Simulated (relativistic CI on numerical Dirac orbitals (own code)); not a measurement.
# Electric-dipole transitions in Tm XXII

Computed by Dirac-Coulomb-Breit CI, separate exchange-only KLI orbitals for each configuration, QED by a radiative potential, unscaled Slater integrals (own radial code, finite nucleus).

Configuration list (outside the closed core [Ar] 3d10 4s2): 4p⁶4d¹⁰4f², 4p⁶4d¹⁰4f5s, 4p⁶4d¹⁰5s², 4p⁶4d¹⁰4f5p, 4p⁶4d⁹4f³, 4p⁶4d¹⁰5s5p, 4p⁶4d¹⁰5p², 4p⁶4d¹⁰4f5d, 4p⁶4d¹⁰5s5d, 4p⁵4d¹⁰4f³, 4p⁶4d¹⁰5p5d, 4p⁶4d⁹4f5s², 4p⁶4d⁹4f²5s, 4p⁶4d¹⁰4f5f, 4p⁶4d¹⁰5d², 4p⁶4d⁹4f5s5p. Levels of other configurations are missing.

```csv
λ vac (nm),Lower,Upper,A (s⁻¹),E lower (eV),E upper (eV)
6.9936,4p⁶4d¹⁰4f² ³H6 [6],4p⁶4d¹⁰4f5d ³H°6 [181],5.20e+10,3.357,180.640
7.0501,4p⁶4d¹⁰4f² ³H5 [2],4p⁶4d¹⁰4f5d ³G°4 [133],1.55e+11,1.749,177.610
7.0574,4p⁶4d¹⁰4f² ³F4 [7],4p⁶4d¹⁰4f5d ³D°3 [189],1.52e+11,5.302,180.982
7.0600,4p⁶4d¹⁰4f² ³H6 [6],4p⁶4d¹⁰4f5d ³G°5 [156],2.08e+11,3.357,178.972
7.0707,4p⁶4d¹⁰4f² ³F3 [4],4p⁶4d¹⁰4f5d ³D°2 [147],1.31e+11,3.155,178.505
7.0830,4p⁶4d¹⁰4f² ¹G4 [5],4p⁶4d¹⁰4f5d ³D°3 [141],2.02e+11,3.156,178.200
7.1021,4p⁶4d¹⁰4f² ³H4 [1],4p⁶4d¹⁰4f5d ³G°3 [87],2.34e+11,0.000,174.575
7.1035,4p⁶4d¹⁰4f² ³H5 [2],4p⁶4d¹⁰4f5d ³G°4 [108],9.91e+10,1.749,176.288
7.1218,4p⁶4d¹⁰4f² ³F4 [7],4p⁶4d¹⁰4f5d ³F°4 [161],9.53e+10,5.302,179.392
7.1371,4p⁶4d¹⁰4f² ³F3 [4],4p⁶4d¹⁰4f5d ³F°3 [120],1.01e+11,3.155,176.874
7.1635,4p⁶4d¹⁰4f² ¹I6 [10],4p⁶4d⁹4f³ ³G°5 [195],7.74e+10,8.294,181.371
7.1698,4p⁶4d¹⁰4f² ¹I6 [10],4p⁶4d¹⁰4f5d ¹H°5 [192],2.31e+11,8.294,181.219
7.1751,4p⁶4d¹⁰4f² ³F2 [3],4p⁶4d¹⁰4f5d ³F°2 [89],8.96e+10,1.895,174.693
16.442,4p⁶4d¹⁰4f5p ³D3 [20],4p⁶4d¹⁰4f5d ¹D°2 [140],6.33e+10,102.702,178.111
16.638,4p⁶4d¹⁰4f5p ³G4 [21],4p⁶4d¹⁰4f5d ³H°5 [135],8.35e+10,103.152,177.669
16.689,4p⁶4d¹⁰4f5p ³G3 [18],4p⁶4d¹⁰4f5d ³H°4 [91],8.17e+10,100.429,174.720
16.716,4p⁶4d¹⁰4f5p ³D3 [20],4p⁶4d¹⁰4f5d ³F°3 [120],5.79e+10,102.702,176.874
16.722,4p⁶4d¹⁰4f5p ³G3 [18],4p⁶4d¹⁰4f5d ³G°3 [87],5.66e+10,100.429,174.575
16.732,4p⁶4d¹⁰4f5p ³G4 [21],4p⁶4d⁹4f³ ³G°5 [125],1.99e+10,103.152,177.251
16.835,4p⁶4d¹⁰4f5p ³F2 [19],4p⁶4d¹⁰4f5d ³F°2 [89],6.47e+10,101.045,174.693
16.849,4p⁶4d¹⁰4f5p ³D3 [20],4p⁶4d¹⁰4f5d ³G°4 [108],5.02e+10,102.702,176.288
16.862,4p⁶4d¹⁰4f5p ³F2 [19],4p⁶4d¹⁰4f5d ³G°3 [87],4.86e+10,101.045,174.575
16.953,4p⁶4d¹⁰4f5p ³G4 [21],4p⁶4d¹⁰4f5d ³G°4 [108],6.60e+10,103.152,176.288
19.975,4p⁶4d¹⁰4f5p ³F3 [22],4p⁶4d¹⁰4f5d ³D°3 [141],3.27e+10,116.131,178.200
20.020,4p⁶4d¹⁰4f5p ³D3 [26],4p⁶4d¹⁰4f5d ³D°3 [189],4.75e+10,119.052,180.982
20.026,4p⁶4d¹⁰4f5p ¹G4 [27],4p⁶4d⁹4f³ ³G°5 [195],2.05e+10,119.458,181.371
20.075,4p⁶4d¹⁰4f5p ¹G4 [27],4p⁶4d¹⁰4f5d ¹H°5 [192],5.97e+10,119.458,181.219
20.167,4p⁶4d¹⁰4f5p ³F3 [22],4p⁶4d¹⁰4f5d ³G°4 [133],6.62e+10,116.131,177.610
20.190,4p⁶4d¹⁰4f5p ³G4 [24],4p⁶4d¹⁰4f5d ³G°5 [156],6.81e+10,117.565,178.972
20.326,4p⁶4d¹⁰4f5p ³G5 [28],4p⁶4d¹⁰4f5d ³H°6 [181],6.70e+10,119.643,180.640
20.390,4p⁶4d¹⁰4f5p ³D2 [23],4p⁶4d¹⁰4f5d ³D°3 [141],3.02e+10,117.394,178.200
20.459,4p⁶4d¹⁰4f5p ³G5 [28],4p⁶4d⁹4f³ ³H°6 [176],2.13e+10,119.643,180.244
20.548,4p⁶4d¹⁰4f5p ³D3 [26],4p⁶4d¹⁰4f5d ³F°4 [161],2.89e+10,119.052,179.392
23.548,4p⁶4d¹⁰4f5s ³F°2 [14],4p⁶4d¹⁰4f5p ³D1 [25],3.57e+10,65.997,118.648
23.591,4p⁶4d¹⁰4f5s ¹F°3 [17],4p⁶4d¹⁰4f5p ¹D2 [29],3.38e+10,68.783,121.338
24.041,4p⁶4d¹⁰4f5s ³F°4 [16],4p⁶4d¹⁰4f5p ³G5 [28],3.52e+10,68.071,119.643
24.123,4p⁶4d¹⁰4f5s ³F°2 [14],4p⁶4d¹⁰4f5p ³D2 [23],2.37e+10,65.997,117.394
24.127,4p⁶4d¹⁰4f5s ³F°4 [16],4p⁶4d¹⁰4f5p ¹G4 [27],1.08e+10,68.071,119.458
24.195,4p⁶4d¹⁰4f5s ³F°3 [15],4p⁶4d¹⁰4f5p ³G4 [24],2.62e+10,66.321,117.565
24.466,4p⁶4d¹⁰4f5s ¹F°3 [17],4p⁶4d¹⁰4f5p ¹G4 [27],1.61e+10,68.783,119.458
24.664,4p⁶4d¹⁰4f5s ¹F°3 [17],4p⁶4d¹⁰4f5p ³D3 [26],1.94e+10,68.783,119.052
24.731,4p⁶4d¹⁰4f5s ³F°2 [14],4p⁶4d¹⁰4f5p ³F3 [22],1.59e+10,65.997,116.131
24.892,4p⁶4d¹⁰4f5s ³F°3 [15],4p⁶4d¹⁰4f5p ³F3 [22],1.41e+10,66.321,116.131
36.008,4p⁶4d¹⁰4f5s ³F°2 [14],4p⁶4d¹⁰4f5p ³G3 [18],5.22e+09,65.997,100.429
36.074,4p⁶4d¹⁰4f5s ¹F°3 [17],4p⁶4d¹⁰4f5p ³G4 [21],4.84e+09,68.783,103.152
```

Terms are leading LS components. Brackets give the number of a level in order of energy, since labels repeat. The list gives strong lines, with weight on those to low levels, without lines whose two gauges differ by over a factor of 2.5, among the lowest 200 of 1198 levels, so that lines to higher ones, which can be the strongest, are missing. Levels whose partners in the same complex of configurations lie outside the list can be far off, and so can their lines. Rates are taken at the computed energies, electric ones in the length gauge.

At this charge transitions that keep the count of f electrons are usually good to a few per cent. Terms inside the open d or f shell come out 10 to 20 % too wide with unscaled integrals. Levels that differ in their count of f electrons can be misplaced by several ten thousand cm⁻¹, since the correlation energy of f electrons is missing or only estimated; rates across such gaps can be off by orders of magnitude.

LS names give the leading component of a level, which can be under half, so a name can repeat, a term be missing and a line seem to break the LS rules.
